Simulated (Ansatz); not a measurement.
Q: Name a neutral molecule of B, C and H with HOMO–LUMO gap (B3LYP/def2-TZVPP) between 5.75 and 6.05 eV and LUMO energy (PBE/def2-TZVPP) between -2.50 and -2.20 eV (Ansatz, PBE0-D4/def2-TZVP geometry).

A: `C#CB(C)C` (5.94 eV, -2.36 eV). Other molecules can fit too; these were computed, each in one conformer that needn't be the lowest.

B3LYP here is the variant with VWN-RPA as its local correlation; programs differ in this.
